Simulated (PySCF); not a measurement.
F4Zr, SMILES [F][Zr-]([F])([F])[F] (connectivity only; charge and spin as stated), charge -1, multiplicity 2. Geometry: B3LYP-D3(BJ)/def2-SVPD. The spin state was assumed, not searched. The def2 effective core potentials stand for the cores of Zr; spin–orbit coupling is left out.

Method: B3LYP-D3(BJ)/def2-SVPD run with PySCF.

Harmonic wavenumbers (cm⁻¹): 107, 113, 153, 153, 197, 523, 546, 560, 560. Rotational constants (GHz): 3.068, 3.068, 1.840; symmetry number 4.

Q: Work out the zero-point energy and the ideal-gas rigid-rotor harmonic-oscillator thermochemistry at 298.15 K and 1 atm.

A: ZPE = ½ Σ hcν = ½ × 2912 cm⁻¹ = 17.42 kJ/mol. H − E(el) = 37.94 kJ/mol. Entropy in J/(mol K): translation 172.59, rotation 102.78, vibration 67.69, spin 5.76, total 348.82. G − E(el) = -66.06 kJ/mol. Cp = 92.29 J/(mol K). Modes under 150 cm⁻¹ make the vibrational entropy uncertain.
